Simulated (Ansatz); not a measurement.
Gas-phase electronic energies from Ansatz, PBE0-D4/def2-TZVP geometries. CCSD(T)/CBS is the MP2 limit (def2-TZVPP, def2-QZVPP) plus CCSD(T) − MP2 in def2-TZVPP, frozen cores. Functionals use def2-TZVPP. def2 core potentials past Kr. For In outer-core shells are correlated without core-valence functions, which leaves a few kJ/mol of doubt a bond. Each species was taken in one conformer, which may not be the lowest.

Consider the redistribution: `CBCN` + `FB[O][InH2]` → `CBBF` + `NC[O][InH2]`.

`CBCN`:

```xyz
12

C     0.668   -0.807    1.559
B     0.062    0.265    0.606
C    -0.233   -0.039   -0.890
N    -1.059    0.923   -1.596
H     0.973   -1.739    1.076
H    -0.103   -1.054    2.303
H     1.505   -0.413    2.145
H    -0.155    1.370    1.036
H     0.792   -0.162   -1.310
H    -0.669   -1.043   -0.978
H    -0.979    0.831   -2.600
H    -0.801    1.869   -1.351
```

`FB[O][InH2]`:

Cartesian coordinates in Å:
```
F 1.019 0.893 -0.725
B 1.125 -0.485 -0.632
O 0.173 -1.106 0.020
In -1.172 0.317 0.680
H 2.080 -0.972 -1.161
H -2.436 0.523 -0.440
H -0.789 0.829 2.258
```

`CBBF`:

Z-matrix (Å, degrees):
```
C
B 1 1.557
H 1 1.104 2 103.1
H 1 1.091 2 116.5 3 116.2
H 1 1.092 2 114.3 3 -113.6
B 2 1.683 1 124.7 3 -99.1
H 2 1.205 1 117.2 3 80.5
F 6 1.331 2 122.4 1 87.4
H 6 1.210 2 122.4 1 -93.1
```

`NC[O][InH2]`:

Cartesian coordinates in Å:
```
N -1.842 -0.479 0.327
C -0.626 0.213 0.634
O 0.537 -0.497 0.288
In 2.009 0.244 -0.828
H -1.851 -1.382 0.787
H -1.912 -0.649 -0.669
H -0.614 0.394 1.717
H -0.666 1.194 0.136
H 1.671 1.824 -1.398
H 3.293 -0.862 -0.994
```

| level | ΔE (kcal/mol) | difference from CCSD(T)/CBS |
| --- | --- | --- |
| PBE-D4 | 58.4 | -4.2 |
| r2SCAN-D4 | 62.2 | -0.4 |
| ωB97X-V | 60.8 | -1.8 |
| B2PLYP | 61.6 | -1.0 |
| PBE | 58.2 | -4.4 |
| r2SCAN | 62.2 | -0.4 |
| HF/def2-TZVPP | 62.1 | -0.5 |
| MP2/def2-TZVPP | 64.4 | 1.8 |
| SCS-MP2/def2-TZVPP | 63.0 | 0.4 |
| CCSD(T)/def2-TZVPP | 62.2 | -0.4 |
| HF/def2-QZVPP | 62.4 | -0.2 |
| MP2/def2-QZVPP | 64.7 | 2.1 |
| SCS-MP2/def2-QZVPP | 63.3 | 0.7 |
| HF/CBS(def2) | 62.4 | -0.2 |
| MP2/CBS(def2) | 64.8 | 2.2 |
| CCSD/CBS(def2) | 62.7 | 0.1 |
| CCSD(T)/CBS | 62.6 | 0 |

Largest T1 diagnostic among the species: 0.016.

From PBE to PBE0 (25 % exact exchange), in def2-TZVPP and without D4, ΔE moves by +2.3 kcal/mol.
